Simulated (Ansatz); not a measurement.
The O3–H4 bond of CdFHO (SMILES [OH][Cd][F]) is stretched (multiplicity 1, the rest rigid).
Geometry at rest (charge 0, multiplicity 1):
```xyz
4

Cd     0.009     0.006    -0.001
F      1.255     0.921    -1.175
O     -1.318    -0.967     1.077
H     -1.166    -0.852     2.022
```

Frozen-core correlation.

The values were computed with Ansatz (Gaussian orbitals). Values without a source in brackets are computed. In def2 rows elements past Kr take small-core potentials, without spin–orbit coupling.

FIC-MRCISD+Q on CASSCF(4,3)/def2-TZVPP, total energies (hartree):

| R (Å) | CASSCF | MRCISD | weight c² of the reference |
|---|---|---|---|
| 0.964 | -341.860634 | -342.645071 | 0.88518 |
| 1.686 | -341.746194 | -342.516463 | 0.88517 |
| 3.084 | -341.700220 | -342.461191 | 0.88733 |

### Question
Add the Davidson correction (E_MRCISD − E_CASSCF)(1 − c²)/c² and give the energies above the first point at the three levels.

### Answer

Corrections (hartree): -0.101753, -0.099922, -0.096628. Above the first point (kcal/mol):
- R = 1.686 Å: CASSCF 71.8, MRCISD 80.7, with the correction 81.9
- R = 3.084 Å: CASSCF 100.7, MRCISD 115.4, with the correction 118.6

Doubts at one or more of the structures used: active orbitals that take no part (FIC-MRCISD+Q on CASSCF(4,3)/def2-TZVPP).

Ansatz is a quantum-chemistry and plane-wave program.
